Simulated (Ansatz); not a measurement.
`[SiH3][SiH]1CC1` + `O[SiH](F)F` → `F[SiH](F)O[SiH3]` + `C1C[SiH2]1`  (cleavage of the Si–Si bond)

Computed with Ansatz on PBE0-D4/def2-TZVP structures; ΔE is electronic, products minus reactants. CCSD(T)/CBS adds triple-zeta CCSD(T) − MP2 to the extrapolated MP2 energy (def2 sets, frozen cores). Each species was taken in one conformer, which may not be the lowest.

```tsv
species	HF/CBS(def2) energy (Eh)
`[SiH3][SiH]1CC1`	-658.28358
`O[SiH](F)F`	-564.20860
`F[SiH](F)O[SiH3]`	-854.37628
`C1C[SiH2]1`	-368.16490
```

Task: Work out ΔE.

Result: ΔE = (-854.37628) + (-368.16490) − (-658.28358) − (-564.20860) = -0.04900 Eh = -128.6 kJ/mol. CCSD(T)/CBS gives -92.9 kJ/mol.

Largest T1 diagnostic among the species: 0.012.

From PBE to PBE0 (25 % exact exchange), in def2-TZVPP and without D4, ΔE moves by −9.3 kJ/mol. In def2-TZVPP, CCSD(T) changes the Hartree–Fock value by +33.1 kJ/mol (the triples alone add +5.4 kJ/mol) and MP2 by +28.5 kJ/mol.
